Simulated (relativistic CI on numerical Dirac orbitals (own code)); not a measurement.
## d1 to d9 in one octahedral field

Computed with a parametric ligand-field model without spin-orbit coupling, by exact diagonalisation: B = 550, C = 2450, 10Dq = 25400 cm⁻¹ (Oh; |10Dq|/B = 46.2) for every shell. Energies in cm⁻¹; the field energy is (0.6 n_e − 0.4 n_t2) × 10Dq of the ground term; g labels are left out.

| Shell | Ground term | Electrons in e | Field energy | First spin-allowed bands | Lowest term of other spin |
| --- | --- | --- | --- | --- | --- |
| d1 | 2T2 | 0.000 | -10160 | 2E 25400 |  |
| d2 | 3T1 | 0.011 | -20030 | 3T2 24105, 3T1 31059 | 1T2 8409 |
| d3 | 4A2 | 0.000 | -30480 | 4T2 25400, 4T1 31481 | 2E 11658 |
| d4 | 3T1 | 0.019 | -40162 | 3E 23090, 3T1 23713 | 1T2 7171 |
| d5 | 2T2 | 0.035 | -49910 | 2A2 22337, 2T1 22527 | 4T1 13853 |
| d6 | 1A1 | 0.027 | -60268 | 1T1 23655, 1T2 31359 | 3T1 18474 |
| d7 | 2E | 1.019 | -45249 | 2T1 23516, 2T2 24121 | 4T1 13666 |
| d8 | 3A2 | 2.000 | -30480 | 3T2 25400, 3T1 31481 | 1E 9229 |
| d9 | 2E | 3.000 | -15240 | 2T2 25400 |  |

Low spin: d4, d5, d6, d7; the other shells keep the spin of the free ion. Only d4 to d7 can choose; the field needed to pair spins is smallest for d6 and largest for d5, which loses most exchange energy. In the strong-field picture 10Dq must exceed about 6B + 5C = 15550 (d4), 7.5B + 5C = 16375 (d5), 2.5B + 4C = 11175 (d6) and 4B + 4C = 12000 (d7); mixing of terms shifts these bounds somewhat.
